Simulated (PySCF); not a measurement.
Working with the constants of BAs

ROHF-CCSD(T) constants of BAs, ³Π (triplet), unpaired electrons σ ↑, π ↑ (PySCF, no relativity, basis sets B pcseg-1, As pcseg-1; masses 11.0093 and 74.9216 u):

```
ωe              : 776.7 cm⁻¹
ωexe            : 4.95 cm⁻¹
Be              : 0.49841 cm⁻¹
αe              : 0.00405 cm⁻¹
D (centrifugal) : 8.21e-07 cm⁻¹
De to B + As    : 2.37 eV
```

Task: Give the vibrational terms G(v) and spacings up to v = 6.

Result: G(v) = ωe(v+½) − ωexe(v+½)².

```tsv
v	G(v) (cm⁻¹)	G(v) − G(v−1)	Bv (cm⁻¹)
0	387.1		0.4964
1	1153.9	766.8	0.4923
2	1910.8	756.9	0.4883
3	2657.8	747.0	0.4842
4	3394.9	737.1	0.4802
5	4122.1	727.2	0.4761
6	4839.4	717.3	0.4721
```

Task: How well does the Morse estimate ωe²/(4ωexe) reproduce De, and what is D0?

Result: It gives 3.78 eV, 159 % of the computed De. D0 = De − G(0) = 2.37 − 0.05 = 2.32 eV.

Correlated steps freeze 10 core orbitals. Correlated levels converge slowly with the basis: in double zeta they bind strong bonds too weakly, by up to about 1 eV, and carry superposition errors of some tenths. Spin–orbit coupling is left out. The state was picked by a PBE0 search and need not be the measured ground state.
